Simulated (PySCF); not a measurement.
Te(H)(NH2) (H3NTe), SMILES N[TeH].

Coordinates come from a B3LYP-D3(BJ)/def2-TZVP optimisation. The def2 effective core potentials stand for the cores of Te; spin–orbit coupling is left out.

Vertical ionisation energy (IE) and electron affinity (EA) in eV. Rows of orbital energies are one-electron estimates. Where ΔSCF, EOM or ADC give a negative EA the extra electron is unbound and the value depends on the basis.

```csv
level,IE,EA
"−ε(HOMO), −ε(LUMO), HF/def2-TZVPD (PySCF)",8.66,-0.93
"−ε(HOMO), −ε(LUMO), CAM-B3LYP/def2-TZVPD (PySCF)",…,…
```

Problem. Some entries are withheld; supply them. (Estimate from the structure and the level; the computed values follow.)

Solution. 
- −ε(HOMO), −ε(LUMO), CAM-B3LYP/def2-TZVPD (PySCF), IE: 7.61
- −ε(HOMO), −ε(LUMO), CAM-B3LYP/def2-TZVPD (PySCF), EA: 0.40
